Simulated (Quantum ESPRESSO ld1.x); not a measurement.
Ag4+, 43 electrons, occupied as [Ar] 3d10 4p6 4d7 5d2 (not the ground configuration). Calculated with ld1.x of Quantum ESPRESSO 7.5: Dirac Kohn-Sham, PBE, spin-unpolarised, spherical densities, point nucleus; open shells fill j = l - 1/2 first. Some entries of the table are withheld. Estimate them.

orbital,occ.,eigenvalue (Ry),r(max) (bohr),<r> (bohr)
1s1/2,2,-1867.18,0.02015,0.03111
2s1/2,2,-280.255,0.1141,0.1345
2p1/2,2,-260.894,0.08818,(1)
2p3/2,4,-248.004,0.09243,(2)
3s1/2,2,-56.4902,0.3327,0.3679
3p1/2,2,(3),0.3191,0.3596
3p3/2,4,(4),0.3290,0.3704
3d3/2,4,-32.8799,0.2720,0.3430
3d5/2,6,-32.4203,0.2748,0.3465
4p1/2,2,-10.1960,0.8436,0.9320
4p3/2,4,-9.77737,0.8661,0.9568
4d3/2,4,-5.77810,(5),1.107
4d5/2,3,-5.71520,(6),1.116
5d3/2,2,-2.03890,2.710,(7)
5d5/2,0,-2.02864,2.726,(8)

Answer. 
(1) 2p1/2 <r> (bohr): 0.1141
(2) 2p3/2 <r> (bohr): 0.1192
(3) 3p1/2 eigenvalue (Ry): -48.7885
(4) 3p3/2 eigenvalue (Ry): -46.5086
(5) 4d3/2 r(max) (bohr): 0.9545
(6) 4d5/2 r(max) (bohr): 0.9622
(7) 5d3/2 <r> (bohr): 2.910
(8) 5d5/2 <r> (bohr): 2.924
